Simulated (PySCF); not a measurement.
Structure problem from calculated spectra and properties.

Formula: C3H7BO5S.

| Item | Value |
| --- | --- |
| Triplet | lowest triplet excitation (Tamm–Dancoff): 7.31 eV [TDA CAM-B3LYP/def2-SVPD] |
| NMR, other nuclei | isotropic shieldings of nuclei other than C and H, by class: 73 (1 B), 82 (1 O), 105 (1 O), 140 (1 O), 176 (1 O), 183 (1 O), 165 (1 S) ppm [GIAO PBE/pcSseg-1] |
| UV, strongest line | among the 10 lowest singlet transitions: S2 at 8.04 eV (154 nm, f = 0.052) [TDDFT CAM-B3LYP/def2-SVPD] |
| Rotational structure | rotational constants A, B, C: 2.511, 0.833, 0.733 GHz [PBE0-D3(BJ)/def2-SVP] |
| Dipole | 3.59 D [CAM-B3LYP/def2-SVPD] |
| 13C NMR | chemical shifts (computed TMS as zero) by class: 91.6 (1 C), 64.3 (1 C), 31.1 (1 C) ppm [GIAO PBE/pcSseg-1] |

The electronic properties come from PySCF, for the isolated species, density fitting. Levels stand in brackets. Geometry: PBE0-D3(BJ)/def2-SVP, one conformer, isolated molecule. NMR values are class means; diastereotopic atoms form classes of their own.

Question: Propose a structure and show how it fits.

Answer: Numbering: `[O:1]=[S:2](=[O:3])([OH:4])[C@H:5]1[CH2:6][CH2:7][O:8][BH:9][O:10]1`. 3 carbons fall into 3 classes; from least to most shielded: ring sp3 carbon bound to oxygen [C5] (91.6 ppm), ring sp3 carbon bound to oxygen [C7] (64.3 ppm), ring CH2 carbon [C6] (31.1 ppm). The other shieldings belong to: 73 ppm, three-coordinate boron [B9]; 82 ppm, sulfonyl oxygen [O1]; 105 ppm, sulfonyl oxygen [O3]; 140 ppm, hydroxyl oxygen [O4]; 176 ppm, boron-bound oxygen [O10]; 183 ppm, boron-bound oxygen [O8]; 165 ppm, sulfonyl sulfur [S2]. The optimised geometry has point group C1 and is an asymmetric top. Structure: `O=S(=O)(O)[C@H]1CCOBO1`. The assignments are read from this structure; whether some other isomer fits the data as well wasn't checked. The mirror image fits equally.
